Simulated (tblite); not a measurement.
Species: C4H10NOSi (doublet state).
Cartesian coordinates in Å at the GFN2-xTB level; atoms count from 1:
```xyz
17
C4H10NOSi angstrom
O     -2.3144    0.0448   -1.0282
N     -1.4483    0.1265   -0.0933
C     -0.9726   -1.0644    0.5589
C      0.3569   -1.5552   -0.0341
Si     1.6503   -0.1586    0.0148
C      0.6428    1.3533   -0.5544
C     -0.7345    1.3562    0.1259
H     -1.7480   -1.8256    0.4399
H     -0.8435   -0.8467    1.6248
H      0.6782   -2.4409    0.5129
H      0.1765   -1.8663   -1.0639
H      2.7787   -0.4295   -0.8761
H      2.1048    0.0437    1.3981
H      1.1444    2.2949   -0.3340
H      0.4898    1.3195   -1.6338
H     -0.6128    1.4978    1.2054
H     -1.3553    2.1624   -0.2731
```

All values are computed: GFN2-xTB (tblite) harmonic vibrations without scaling, gas phase. Against measured fundamentals such values can be off by several per cent, at times by over 20. Modes of hydrogen on silicon can be 10 to 20 % off. One conformer, not necessarily the lowest. Open shells enter through the occupations alone, without spin polarisation, and single modes of such species can be off by tens of per cent.

Harmonic wavenumbers (cm⁻¹): 68.0, 154.0, 156.9, 269.4, 361.5, 382.9, 445.8, 481.1, 541.2, 551.4, 641.6, 682.4, 707.9, 761.9, 772.6, 801.9, 856.7, 937.8, 984.3, 1004.9, 1026.4, 1111.3, 1122.1, 1134.9, 1192.8, 1248.8, 1276.1, 1279.4, 1309.3, 1314.6, 1445.0, 1456.4, 1463.4, 1467.0, 1474.9, 2214.4, 2269.8, 2920.0, 2923.4, 2974.9, 2975.7, 2986.6, 2990.2, 2998.5, 3001.0.

A = 3459, B = 1906, C = 1425 MHz; mass 116.053 u (most abundant isotopes); point group Cs, symmetry number 1; spin multiplicity 2.

Question: What is the zero-point energy?

Answer: Half the sum of the wavenumbers: 29571 cm⁻¹ = 353.74 kJ/mol.

Question: What is S at 500 K and 1 bar for an ideal gas of classical rigid rotors and harmonic oscillators?

Answer: Translation 178.89, rotation 123.30, vibration 148.68, spin (R ln 2) 5.76: S = 456.6 J/(mol K).

Question: And Cp and H(500 K) − H(0)?

Answer: Cp = 209.38 J/(mol K), of which vibrations give 176.13 (their classical limit is 45 R = 374.2); H(500 K) − H(0) = 58.58 kJ/mol without the zero-point energy, 41.95 from vibrations.

Question: What must be added to the electronic energy to get the Gibbs energy at 500 K and 1 bar?

Answer: ZPE + [H(500 K) − H(0)] − T·S = 353.74 + 58.58 − 228.32 = 184.00 kJ/mol.

Question: Which modes carry the vibrational entropy at 500 K?

Answer: 68.0 cm⁻¹: 21.89; 154.0 cm⁻¹: 15.15; 156.9 cm⁻¹: 15.00; 269.4 cm⁻¹: 10.64; 361.5 cm⁻¹: 8.35; 382.9 cm⁻¹: 7.92 J/(mol K); the other 39 give 69.74 together.

Question: Blend soft modes into free rotors: weight 1/[1 + (100 cm⁻¹/ν̃)⁴] for the oscillator and the rest for a rotor with moment μB/(μ + B), μ = h/(8π²ν), B = 10⁻⁴⁴ kg m². What vibrational entropy results?

Answer: 142.77 J/(mol K) in place of 148.68, which changes −T·S at 500 K by +2.96 kJ/mol.

Question: How do the functions run with temperature in this model?

Answer: 
```tsv
T (K)	S (J/(mol K))	Cp (J/(mol K))	H − H(0) (kJ/mol)	G − H(0) (kJ/mol)	ln q(vib)
100	271.2	58.6	4.39	-22.73	0.73
200	322.5	95.0	12.00	-52.49	2.19
300	368.8	136.7	23.58	-87.07	3.91
800	571.5	278.2	132.68	-324.50	13.87
1000	636.9	307.6	191.43	-445.47	17.77
```

q(vib) and H(0) count from the zero-point level.

Hindered rotation and anharmonicity are outside this model. Other conformers, if any are populated, would add a mixing term that is left out.
